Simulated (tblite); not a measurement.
Compound: C7H9FSi.
Cartesian coordinates in Å at the GFN2-xTB level; atoms count from 1:
```xyz
18
C7H9FSi angstrom
C      4.1961   -0.1600    0.4442
C      3.0360   -0.4637    0.3490
Si     1.2679   -0.9410    0.2365
C      0.0884    0.4465   -0.3349
C     -1.3037    0.6160    0.1266
C     -1.8601    1.8219    0.1613
C     -2.0475   -0.6010    0.5860
C      0.4663   -0.5682   -1.4386
F     -0.5345   -1.3701   -1.9289
H      5.2099    0.1112    0.5167
H      0.8102   -2.0788    1.0062
H      0.5614    1.4071   -0.5246
H     -2.8690    1.9684    0.5068
H     -1.3347    2.7056   -0.1595
H     -1.5708   -1.0194    1.4734
H     -3.0749   -0.3477    0.8346
H     -2.0567   -1.3656   -0.1875
H      1.0068   -0.1548   -2.2855
```

Computed with GFN2-xTB (tblite): harmonic, unscaled wavenumbers at the GFN2-xTB geometry, gas phase. The method is semi-empirical: single wavenumbers can be off by several per cent or more. Modes of hydrogen on silicon can be 10 to 20 % off. One conformer, not necessarily the lowest.

Harmonic wavenumbers (cm⁻¹): 44.4, 66.7, 85.4, 135.2, 177.7, 189.4, 237.1, 254.0, 263.8, 344.4, 389.7, 438.6, 480.9, 582.1, 589.1, 651.6, 666.2, 669.0, 684.2, 716.6, 756.0, 806.4, 874.4, 943.6, 958.2, 990.4, 1034.8, 1045.5, 1067.8, 1143.3, 1254.4, 1281.8, 1305.6, 1401.7, 1426.5, 1483.6, 1487.4, 1695.9, 2198.9, 2386.0, 2986.4, 2988.3, 3000.8, 3039.5, 3046.7, 3102.5, 3125.8, 3360.1.

A = 2261, B = 834.1, C = 727.3 MHz; mass 140.046 u (most abundant isotopes); point group C1, symmetry number 1.

Question: Zero-point energy?

Answer: Half the sum of the wavenumbers: 28929 cm⁻¹ = 82.71 kcal/mol.

Question: Give the ideal-gas entropy at 298.15 K and 1 bar in the rigid-rotor, harmonic-oscillator model (classical rotation).

Answer: Translation 40.75, rotation 29.84, vibration 33.41: S = 104.0 cal/(mol K).

Question: And Cp and H(298.15 K) − H(0)?

Answer: Cp = 42.29 cal/(mol K), of which vibrations give 34.34 (their classical limit is 48 R = 95.4); H(298.15 K) − H(0) = 7.63 kcal/mol without the zero-point energy, 5.26 from vibrations.

Question: Blend soft modes into free rotors: weight 1/[1 + (100 cm⁻¹/ν̃)⁴] for the oscillator and the rest for a rotor with moment μB/(μ + B), μ = h/(8π²ν), B = 10⁻⁴⁴ kg m². What vibrational entropy results?

Answer: 30.70 cal/(mol K) in place of 33.41, which changes −T·S at 298.15 K by +0.81 kcal/mol.

Question: Which modes carry the vibrational entropy at 298.15 K?

Answer: 44.4 cm⁻¹: 5.05; 66.7 cm⁻¹: 4.25; 85.4 cm⁻¹: 3.76; 135.2 cm⁻¹: 2.87; 177.7 cm⁻¹: 2.35; 189.4 cm⁻¹: 2.23 cal/(mol K); the other 42 give 12.89 together.

Question: What must be added to the electronic energy to get the Gibbs energy at 298.15 K and 1 bar?

Answer: ZPE + [H(298.15 K) − H(0)] − T·S = 82.71 + 7.63 − 31.01 = 59.33 kcal/mol.

Question: How do the functions run with temperature in this model?

Answer: 
```csv
T (K),S (cal/(mol K)),Cp (cal/(mol K)),H − H(0) (kcal/mol),G − H(0) (kcal/mol),ln q(vib)
150,81.0,26.1,2.54,-9.61,3.47
250,97.0,37.3,5.72,-18.53,6.49
400,117.8,51.6,12.43,-34.68,10.93
600,141.4,64.9,24.18,-60.67,16.56
900,170.3,77.3,45.67,-107.59,24.22
```

q(vib) and H(0) count from the zero-point level.

Hindered rotation and anharmonicity are outside this model. Other conformers, if any are populated, would add a mixing term that is left out. The structure is chiral; the term R ln 2 for an equal mix with its mirror image is left out.
